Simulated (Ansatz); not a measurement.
Ideal-gas functions of C₂H₅FSn, SMILES `C=[CH][SnH2][F]` at 800 K and 1 bar, from an Ansatz frequency run at PBE0-D4/def2-TZVP.

Molar mass 166.77 g/mol, point group C1 (symmetry number 1), electronic degeneracy 1, moments of inertia 59.772, 202.316, 237.419 u Å². Harmonic wavenumbers (cm⁻¹, unscaled): 61, 139, 225, 407, 483, 525, 567, 601, 654, 692, 1004, 1009, 1038, 1273, 1439, 1664, 1956, 1965, 3125, 3165, 3206.

Use S(trans) = R[1.5 ln M + 2.5 ln T − 1.1517]; rotational temperatures θ = 24.2544 K / I; S(rot) = R[ln(√π/σ · √(T³/θAθBθC)) + 1.5]; for each mode x = 1.438777 ν̃/T, S = R[x/(eˣ − 1) − ln(1 − e⁻ˣ)] and H = RT x/(eˣ − 1); 1 cm⁻¹ = 0.0119627 kJ/mol; R = 8.31446 J/(mol·K).

By hand: the entropy, in J/(mol·K).

Translation 193.2. Rotation: θ = 0.4058, 0.1199, 0.1022 K, giving 122.6. Vibration, mode by mode: 26.69, 19.86, 15.89, 11.09, 9.74, 9.09, 8.50, 8.06, 7.43, 7.01, 4.45, 4.41, 4.24, 3.03, 2.40, 1.74, 1.14, 1.13, 0.20, 0.19, 0.18, in all 146.5. Electronic 0.0. Sum 462.3 J/(mol·K).

By hand: H − E and G − E in kJ/mol, counted from the electronic energy.

Zero-point energy ½ × 25198 × 0.0119627 = 150.7; thermal vibration 57.5; translation, rotation and pV give 4 RT = 26.6. H − E = 234.8 kJ/mol, and G − E = 234.8 − 800 × 462.3/1000 = -135.0 kJ/mol.

Vibration gives 32 % of the entropy, 46.6 J/(mol·K) of it from the modes under 150 cm⁻¹: soft modes count most, and the harmonic formula is weakest for them. The sum counts one conformer and one mirror image; others add a mixing term.
